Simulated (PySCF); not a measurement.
## NiO⁺: one state, many levels of theory

State: ⁴Σ⁻ (quartet), unpaired electrons σ ↑, π ↑↑. Set-up: basis Ni def2-TZVPPD, O def2-TZVPPD; no relativity; PySCF 2.14. De refers to Ni⁺ (3d9) + O in their high-spin ground configurations, without counterpoise correction. The functionals are run spin-unrestricted. A positive dipole points towards O; it is taken about the centre of mass and depends on that origin. Levels whose curve was spin-contaminated or gave no clean fit are not listed.

```csv
Level,Re (Å),ωe (cm⁻¹),De (eV),μ (D)
UHF-CCSD,1.642,676,1.56,n/a
UHF-CCSD(T),1.630,863,2.12,n/a
LDA,1.589,888,n/a,-2.99
PBE,1.621,818,n/a,-3.10
PBEsol,1.604,854,n/a,-3.06
BP86,1.621,819,n/a,-3.08
TPSS,1.624,805,n/a,-3.20
r²SCAN,1.610,819,n/a,-3.28
PBE0,1.638,668,n/a,-3.29
M06,1.632,707,n/a,-3.28
CAM-B3LYP,1.638,669,n/a,-3.25
```

The bond length runs from 1.589 Å (LDA) to 1.642 Å (UHF-CCSD).

Correlated steps freeze 6 core orbitals. De is left out where the level can put another filling of the metal’s s and d shells below the measured ground configuration, by anything from nothing to about 1 eV. For an ion De counts to the pair picked by the measured ionisation energies or electron affinities, which need not be the lowest pair at this level. The CCSD T1 diagnostic is raised, a sign that a single reference may not be enough here. The state is the lowest single determinant that the PBE0 search found; with open d or f shells the true ground state can be another one.

The whole job (state search and all levels along the bond) took about 45 min on 2 threads of Arm Neoverse V1 (shared host), peak memory 6.2 GiB.
